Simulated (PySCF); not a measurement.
PySCF job for CH₆ClNOSi₂, SMILES [Si@@]1(O)(Cl)[SiH2]NC1, PBE-D3(BJ)/def2-SVP. Geometry optimised at PBE-D3(BJ)/def2-SVP. The structure was generated by enumeration; whether it is a known compound was not checked. Other conformers were not sampled.

```python
import numpy as np
from pyscf import gto, scf, dft, df
from pyscf.hessian import thermo

mol = gto.M(
    atom='''
    O     1.30517171    0.78088972    1.57775826
    Si    0.44206192    0.09539138    0.31622314
    Cl    1.77756646   -0.86155255   -0.98681099
    C    -0.96426992   -1.02962730    0.96272460
    N    -2.03244394   -0.35346330    0.20750070
    Si   -1.45510215    1.05409978   -0.67808307
    H     2.06425817    1.33328101    1.31923246
    H    -0.83237013   -2.10289059    0.69320644
    H    -1.07365177   -0.96439219    2.07125236
    H    -2.98412484   -0.71932639    0.29034242
    H    -1.97220991    2.39702005   -0.20940639
    H    -1.66661456    1.01471455   -2.17371981
    ''',
    basis='def2-SVP',
    charge=0,
    spin=0,
    max_memory=1600,
    verbose=3,
)
mf = dft.RKS(mol, xc='pbe').density_fit(auxbasis='def2-universal-jkfit')
mf.disp = 'd3bj'
mf.grids.level = 3
mf.conv_tol = 1e-11
mf.max_cycle = 100
mf.kernel()

# [left out here: the lines that compute and print the analytic Hessian (its translational invariance restored by hand, since the grid's response is missing), thermochemistry and intensities]
```

Log of the run:

```
converged SCF energy = -1209.83589010296

WARN: DFTD3 does not support analytical Hessian, using finite difference


WARN: Mole.unit (angstrom) is changed to Bohr

Mode                                 0                   1                   2
Irrep
Freq [cm^-1]                       56.8767            113.4770            160.4070
Reduced mass [au]                   4.1206              4.4703              2.1844
Force const [Dyne/A]                0.0079              0.0339              0.0331
Char temp [K]                      81.8329            163.2682            230.7900
Normal mode                   x     y     z       x     y     z       x     y     z
       0   O                 0.07  0.01  0.01   -0.03  0.06 -0.06   -0.04  0.06  0.04
       1  Si                 0.01  0.03  0.04    0.00 -0.00 -0.05    0.02  0.03  0.02
       2  Cl                -0.07 -0.00 -0.01    0.04 -0.06  0.04   -0.06 -0.04 -0.01
       3   C                 0.00  0.03  0.04    0.01 -0.01 -0.04    0.06 -0.06 -0.07
       4   N                 0.04 -0.10 -0.14    0.01 -0.05 -0.06    0.04  0.01  0.02
       5  Si                 0.01  0.00  0.00   -0.04  0.06  0.07    0.04  0.00  0.00
       6   H                 0.12 -0.07 -0.01   -0.05  0.08 -0.07   -0.30  0.43  0.06
       7   H                 0.07  0.01  0.17    0.02 -0.02 -0.02    0.10 -0.02 -0.23
       8   H                -0.10  0.15  0.03    0.01  0.01 -0.04    0.04 -0.23 -0.07
       9   H                 0.06 -0.17 -0.23    0.00 -0.02 -0.00    0.06 -0.05 -0.06
      10   H                -0.05 -0.05  0.08    0.04  0.02  0.28   -0.03 -0.01 -0.04
      11   H                 0.05  0.09 -0.00   -0.18  0.23  0.09    0.11 -0.02 -0.01
Mode                                 3                   4                   5
Irrep
Freq [cm^-1]                      189.8485            230.5090            271.1775
Reduced mass [au]                   2.0627              5.1922              2.0230
[...]
Force const [Dyne/A]                0.7887              0.4526              0.5005
Char temp [K]                     975.6235           1036.0811           1087.5937
Normal mode                   x     y     z       x     y     z       x     y     z
       0   O                -0.01 -0.01  0.00    0.02  0.02  0.04    0.02  0.02  0.07
       1  Si                -0.05 -0.04  0.06    0.01 -0.01 -0.02   -0.03  0.02 -0.01
       2  Cl                 0.01 -0.01 -0.01   -0.01  0.00  0.00    0.00 -0.01 -0.00
       3   C                 0.10  0.13 -0.09    0.04 -0.06  0.01   -0.00 -0.06 -0.08
       4   N                -0.05 -0.01 -0.01   -0.05 -0.05  0.03    0.05  0.05 -0.00
       5  Si                 0.01 -0.00  0.01   -0.04  0.04 -0.03    0.01 -0.02  0.02
       6   H                -0.07 -0.05 -0.27    0.00 -0.01 -0.10   -0.05 -0.06 -0.36
       7   H                 0.27  0.15 -0.08   -0.09 -0.11  0.15   -0.37 -0.18  0.28
       8   H                 0.23  0.13 -0.07    0.13  0.10  0.01    0.23  0.38 -0.08
       9   H                 0.01 -0.13  0.09   -0.02 -0.15  0.04    0.04  0.06 -0.12
      10   H                 0.08  0.04 -0.04    0.48  0.24 -0.06   -0.11 -0.07  0.01
      11   H                 0.01 -0.03  0.01    0.48  0.17 -0.10   -0.11 -0.13  0.04
Mode                                15                  16                  17
Irrep
Freq [cm^-1]                      785.7871            811.4259            895.9374
Reduced mass [au]                   2.1119              1.8687              3.3843
Force const [Dyne/A]                0.7683              0.7249              1.6006
Char temp [K]                    1130.5727           1167.4612           1289.0544
Normal mode                   x     y     z       x     y     z       x     y     z
       0   O                 0.01  0.00 -0.03   -0.01 -0.01 -0.10    0.09  0.07  0.09
       1  Si                -0.01  0.02  0.01   -0.01  0.00  0.06   -0.08 -0.06 -0.07
       2  Cl                 0.00 -0.00 -0.00    0.00 -0.00 -0.00    0.00  0.00  0.00
       3   C                -0.00 -0.05 -0.03    0.03 -0.01 -0.06    0.00  0.03 -0.01
       4   N                -0.10 -0.08  0.05    0.05  0.05 -0.02    0.01  0.01 -0.01
       5  Si                 0.06  0.05 -0.03   -0.04 -0.03  0.01    0.00 -0.01  0.01
       6   H                 0.06  0.08  0.31    0.10  0.11  0.55    0.16  0.14  0.42
       7   H                -0.02 -0.11  0.18   -0.19 -0.07  0.11    0.09  0.06 -0.07
       8   H                 0.25  0.17 -0.01    0.09  0.20 -0.06    0.05 -0.01 -0.00
       9   H                -0.07 -0.16  0.07    0.05  0.04 -0.03    0.02  0.02 -0.00
      10   H                -0.26 -0.03 -0.11    0.20  0.05  0.03   -0.01 -0.04  0.08
      11   H                -0.28  0.00  0.01    0.17 -0.01 -0.01    0.03 -0.09  0.01
Mode                                18                  19                  20
Irrep
Freq [cm^-1]                      965.3293           1045.8728           1117.6700
Reduced mass [au]                   1.0999              2.6236              1.4230
Force const [Dyne/A]                0.6039              1.6908              1.0473
Char temp [K]                    1388.8940           1504.7781           1608.0782
Normal mode                   x     y     z       x     y     z       x     y     z
       0   O                -0.01 -0.01 -0.01   -0.00 -0.00 -0.00    0.00  0.00  0.01
       1  Si                 0.01  0.01  0.01    0.00 -0.00  0.00   -0.01 -0.00 -0.00
       2  Cl                -0.00  0.00  0.00   -0.00  0.00 -0.00    0.00 -0.00 -0.00
       3   C                -0.02  0.00 -0.01    0.12 -0.08  0.08    0.13  0.01  0.02
       4   N                -0.01 -0.02  0.01   -0.10  0.08 -0.08   -0.06  0.04 -0.04
       5  Si                -0.00  0.04 -0.03   -0.01 -0.01  0.01    0.01  0.00  0.00
       6   H                -0.02 -0.01 -0.03    0.00 -0.00  0.00    0.01 -0.00  0.01
       7   H                 0.03 -0.00  0.02    0.21 -0.06  0.07   -0.51 -0.07  0.03
       8   H                 0.04 -0.01  0.00    0.18 -0.03  0.08   -0.41 -0.18 -0.02
       9   H                -0.01 -0.03  0.02   -0.21  0.32 -0.29    0.11 -0.33  0.27
      10   H                 0.07 -0.19  0.64   -0.04 -0.04  0.05   -0.07 -0.04  0.05
      11   H                 0.17 -0.65 -0.01   -0.04 -0.06  0.01   -0.06 -0.06  0.01
Mode                                21                  22                  23
Irrep
Freq [cm^-1]                     1127.7302           1281.8105           1425.3660
Reduced mass [au]                   1.1188              1.5074              1.0863
Force const [Dyne/A]                0.8383              1.4592              1.3003
Char temp [K]                    1622.5527           1844.2399           2050.7844
Normal mode                   x     y     z       x     y     z       x     y     z
       0   O                -0.00 -0.00 -0.00    0.00  0.00  0.00    0.00 -0.00  0.00
       1  Si                 0.00  0.01  0.01   -0.01 -0.01  0.00   -0.00  0.00 -0.00
       2  Cl                -0.00 -0.00 -0.00    0.00  0.00 -0.00   -0.00 -0.00 -0.00
       3   C                -0.02  0.04  0.06    0.07  0.07 -0.05   -0.03  0.04 -0.04
       4   N                 0.01 -0.03 -0.04    0.01 -0.10  0.07    0.01  0.03 -0.02
       5  Si                -0.00 -0.00 -0.00    0.00  0.01 -0.01   -0.00 -0.00  0.00
       6   H                -0.00 -0.00 -0.00    0.01  0.01  0.02   -0.00  0.00  0.00
       7   H                -0.51  0.10 -0.35   -0.28 -0.01  0.11    0.11 -0.14  0.65
       8   H                 0.64 -0.25  0.16   -0.24 -0.17 -0.05    0.21 -0.63  0.05
       9   H                -0.01  0.02 -0.02   -0.26  0.47 -0.41    0.05 -0.07  0.06
      10   H                -0.02 -0.01  0.01    0.01  0.01  0.00    0.01 -0.00 -0.02
      11   H                 0.02  0.03 -0.00    0.01  0.00 -0.01    0.01  0.02  0.01
Mode                                24                  25                  26
Irrep
Freq [cm^-1]                     2104.2909           2119.4317           2923.2761
Reduced mass [au]                   1.0452              1.0377              1.0561
Force const [Dyne/A]                2.7270              2.7464              5.3176
Char temp [K]                    3027.6061           3049.3903           4205.9435
Normal mode                   x     y     z       x     y     z       x     y     z
       0   O                 0.00  0.00  0.00   -0.00  0.00 -0.00    0.00  0.00  0.00
       1  Si                -0.00 -0.00 -0.00    0.00 -0.00  0.00   -0.00 -0.00 -0.00
       2  Cl                 0.00 -0.00  0.00   -0.00  0.00  0.00    0.00 -0.00 -0.00
       3   C                -0.00 -0.00 -0.00    0.00 -0.00 -0.00    0.00  0.04 -0.05
       4   N                 0.00  0.00  0.00   -0.00 -0.00  0.00   -0.00  0.00 -0.00
       5  Si                 0.01 -0.03 -0.02   -0.01  0.00 -0.03   -0.00 -0.00  0.00
       6   H                 0.00 -0.00 -0.00   -0.00 -0.00  0.00   -0.00  0.00  0.00
       7   H                 0.00 -0.00  0.01   -0.00 -0.00 -0.01    0.07 -0.54 -0.16
       8   H                 0.00 -0.00 -0.00   -0.00  0.01  0.00   -0.09  0.07  0.78
       9   H                 0.00 -0.00 -0.00   -0.00  0.00 -0.01   -0.00  0.00 -0.00
      10   H                -0.33  0.85  0.30    0.05 -0.16 -0.08    0.00  0.00 -0.00
      11   H                 0.04 -0.01  0.17    0.13  0.04  0.95    0.00  0.00 -0.00
Mode                                27                  28                  29
Irrep
Freq [cm^-1]                     2972.8244           3509.2534           3757.7973
Reduced mass [au]                   1.1065              1.0758              1.0667
Force const [Dyne/A]                5.7614              7.8055              8.8752
Char temp [K]                    4277.2324           5049.0343           5406.6337
Normal mode                   x     y     z       x     y     z       x     y     z
       0   O                 0.00  0.00  0.00    0.00  0.00  0.00    0.05  0.03 -0.01
       1  Si                 0.00 -0.00 -0.00   -0.00  0.00 -0.00    0.00  0.00 -0.00
       2  Cl                -0.00  0.00  0.00    0.00 -0.00 -0.00    0.00 -0.00 -0.00
       3   C                 0.01 -0.06 -0.06    0.00 -0.00  0.00   -0.00 -0.00  0.00
       4   N                -0.00  0.00  0.00   -0.06 -0.03  0.01    0.00 -0.00  0.00
       5  Si                 0.00 -0.00 -0.00   -0.00  0.00 -0.00    0.00 -0.00 -0.00
       6   H                 0.00 -0.00  0.00   -0.00 -0.00 -0.00   -0.76 -0.55  0.24
       7   H                -0.08  0.75  0.19    0.00 -0.00 -0.00    0.00 -0.00 -0.00
       8   H                -0.07  0.02  0.54    0.00 -0.00  0.00   -0.00 -0.00  0.00
       9   H                -0.00  0.00  0.00    0.89  0.35 -0.08   -0.00 -0.00  0.00
      10   H                 0.00 -0.00  0.00   -0.00  0.00 -0.00   -0.00  0.00  0.00
      11   H                -0.00  0.00 -0.00   -0.00  0.00 -0.00   -0.00  0.00 -0.00
temperature 298.1500 [K]
pressure 101325.00 [Pa]
Rotational constants [GHz] 2.60928 1.29813 1.18782
Symmetry number 1
Zero-point energy (ZPE) 0.07476 [Eh]   196280.481 [J/mol]
                           tot       elec      trans        rot        vib
Entropy [J/mol/K]       385.068      0.000    170.348    120.375     94.345
Cv [J/mol/K]            129.006      0.000     12.472     12.472    104.063
Cp [J/mol/K]            137.321      0.000     20.786     12.472    104.063
Internal energy [J/mol]                      3718.434   3718.434 211863.690
Internal energy [Eh]   -1209.75236  -1209.83589
Enthalpy [J/mol]                             6197.391   3718.434 211863.690
Enthalpy [Eh]          -1209.75142
Gibbs free energy [J/mol]                  -44591.973 -32171.318 183734.808
Gibbs free energy [Eh] -1209.79515
mode   freq/cm-1   IR/(km/mol)
   1       56.88         0.724
   2      113.48         0.619
   3      160.41        14.472
   4      189.85        17.871
   5      230.51        25.453
   6      271.18        72.658
   7      362.30        61.206
   8      382.33        40.922
   9      429.16        11.364
  10      441.59         2.525
  11      547.56       179.458
  12      632.37        29.602
  13      678.09        21.796
  14      720.11        80.465
  15      755.92        50.629
  16      785.79       124.851
  17      811.43       173.100
  18      895.94        48.165
  19      965.33       140.315
  20     1045.87        23.014
  21     1117.67        19.683
  22     1127.73         0.392
  23     1281.81        23.841
  24     1425.37         4.112
  25     2104.29       165.807
  26     2119.43       144.764
  27     2923.28        55.052
  28     2972.82        24.126
  29     3509.25        13.810
  30     3757.80       104.460
max |gradient| / (hartree/bohr): 7.0522309798001e-05
APT charges: [-8.2040e-01  1.4345e+00 -5.7180e-01 -7.0000e-04 -7.3980e-01  8.9550e-01
  3.0580e-01 -4.4100e-02 -5.9100e-02  1.5930e-01 -2.8680e-01 -2.7240e-01]
```

The calculation finished and met its thresholds.

Cost: very roughly 3 core-minutes.
